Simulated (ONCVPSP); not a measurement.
## Ranking ONCV potentials for Ga

All share these settings but for the change named:

- Element: Ga
- Generator: ONCVPSP 4.0.1
- Type: optimised norm-conserving Vanderbilt (ONCV)
- Functional: PBE
- Relativity: scalar-relativistic
- Frozen core: [Ne]
- Valence charge: 21
- Reference configuration: 3s2 3p6 3d10 4s1.5 (charge +1.5)
- Partial waves: 3s+4s: rc 0.90 bohr, ncon 4, nbas 8, qcut 15.8 1/bohr, 2 projectors; 3p: rc 0.65 bohr, ncon 5, nbas 8, qcut 13.2 1/bohr, 2 projectors, debl 1 Ha; 3d: rc 1.35 bohr, ncon 4, nbas 9, qcut 13.5 1/bohr, 1 projector
- Local potential: polynomial inside 0.50 bohr (lpopt 5, dvloc0 2 Ha)
- Core correction: Teter function, fcfact 2.75, rcfact 1.3

In the p channel the program set the typed energies aside and used -4.153, 0.250 Ha.

Cutoff: the first of the cutoffs (Ha) at which the residual kinetic energy of the hardest occupied pseudo-wave falls to 1 and 0.1 mHa per electron; the density cutoff is not measured.

The base gives 188 Ha.

Of 10 variants that were run, those that failed, showed a ghost or another fault, or gave nearly equal values are left out.

A variant can come out equal or close to the base.

Rank these variants from softest to hardest (loose cutoff).
A. p: rc 0.74
B. p: rc 0.84
C. p: rc 0.56
D. p: rc 0.62

B (82 Ha), A (141 Ha), D (169 Ha), C (362 Ha).
